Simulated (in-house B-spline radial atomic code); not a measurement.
**Ionising neutral osmium with different functionals**

Computed with a radial B-spline atomic code at the basis-set limit: scalar-relativistic (spin-free X2C) Hamiltonian, Fermi nucleus of rms radius 5.4126 fm, spin-polarised at highest spin, spherical fractional occupations for the functionals, and exact exchange of hybrids averaged over the configuration. The ionisation energy is the difference of two self-consistent energies, [Xe] 4f14 5d6 6s2 → [Xe] 4f14 5d6 6s1, without Breit or QED terms; ε is the level of the shell that loses the electron (its least bound occupied spin orbital). There is no spin-orbit coupling in this Hamiltonian.

```csv
method,rung,ΔSCF (eV),-ε(6s) (eV)
PBE0,global hybrid,8.10,5.94
B3LYP,global hybrid,8.57,6.04
TPSSh,global hybrid,8.06,5.51
BHandHLYP,global hybrid,8.13,6.59
r2SCAN0,global hybrid,8.03,6.14
B97-1,global hybrid,8.59,5.88
HSE06,range-separated hybrid,8.17,5.65
wB97X,range-separated hybrid,8.76,8.15
CAM-B3LYP,range-separated hybrid,8.44,7.20
LC-wPBE,range-separated hybrid,7.85,8.01
```

**Question.** Among the functionals, which spreads more, the ΔSCF values or the orbital energies?

**Answer.** The orbital energies: ΔSCF values span about 0.91 eV and the orbital energies 2.64 eV.

**Question.** How do they compare with the NIST value?

**Answer.** NIST lists 8.438 eV (measured, ground level to ground level). Errors run from -0.59 to +0.33 eV; CAM-B3LYP is closest (+0.01 eV), but part of that can be cancellation, since the calculations leave out spin-orbit coupling, Breit-QED terms, multiplet and fine-structure energies.
